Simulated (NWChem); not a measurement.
**Total energies of diarsenic (As2)**

```
As
As 1 2.0913
```
Charge 0, spin multiplicity 1.

The numbers come from NWChem runs, not from measurements. The geometry was optimised at PBE0/def2-SVP, a minimum by its harmonic frequencies.

Basis set: STO-3G (36 functions).

```
method     total energy (Ha)
---------  -----------------
RHF              -4418.55122
MP2              -4418.67590
B2PLYP           -4420.55635
PBE              -4420.37833
B3LYP            -4421.14946
BHandHLYP        -4421.34650
CCSD(T)          -4418.67442
```

Total energies of different functionals aren't comparable as a measure of quality: only differences taken within one method are. 

The Hamiltonian is non-relativistic. The correlated methods keep 18 core orbitals frozen. B3LYP has NWChem's definition, with VWN1-RPA local correlation. Coupled-cluster values serve here as a point of comparison, not as the truth.
